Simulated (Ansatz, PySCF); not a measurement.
Gas-phase reaction (SMILES): [F][Al]([Cl])[Cl] + F (HF) → [F][Al]([F])[Cl] + Cl (HCl); hydrogen fluoride cleaves one Al-Cl bond, a model of a ligand-exchange step.

Structures are relaxed separately at B3LYP-D3(BJ)/def2-TZVP in Ansatz (a program for electronic structure). Correlated levels leave the core frozen unless marked. Spin-orbit coupling is left out. Non-relativistic. Basis-set limits of correlation are two-point, X^-3; Hartree-Fock from the larger set (for Q and 5 zeta extrapolated as (X+1)exp(-9√X)). Thermal terms are rigid-rotor harmonic-oscillator values from B3LYP-D3(BJ) frequencies (Ansatz or PySCF) at 298.15 K and 1 atm. 1 Eh = 627.5095 kcal/mol.

| species | E, CCSD(T)/CBS(cc-pV(Q+d)Z,cc-pV(5+d)Z) (Ansatz) (Eh) | E, wB97M-V/def2-TZVPD (Ansatz) (Eh) | H - E (Eh) |
|---|---|---|---|
| [F][Al]([Cl])[Cl] | -1261.58029 | -1262.90046 | 0.01172 |
| F (HF) | -100.39528 | -100.46200 | 0.01259 |
| [F][Al]([F])[Cl] | -901.60560 | -902.57934 | 0.01240 |
| Cl (HCl) | -460.37772 | -460.79070 | 0.01000 |

Problem. Work out ΔE and ΔH at 298.15 K at the first level, then ΔH at the second.

Solution. 
1. ΔE = [(-901.60560) + (-460.37772)] - [(-1261.58029) + (-100.39528)] = -0.00775 Eh = -4.9 kcal/mol at CCSD(T)/CBS(cc-pV(Q+d)Z,cc-pV(5+d)Z).
2. The terms H - E add up to -0.00191 Eh, so ΔH = (-0.00775 + (-0.00191))×627.5095 = -6.1 kcal/mol.
3. At wB97M-V/def2-TZVPD the same steps give ΔE = -4.8 and ΔH = -6.0 kcal/mol, a shift of +0.1 from the first level.
4. These values are not checked against measurement here, since the tables used lack a sound gas-phase enthalpy of formation for at least one species.
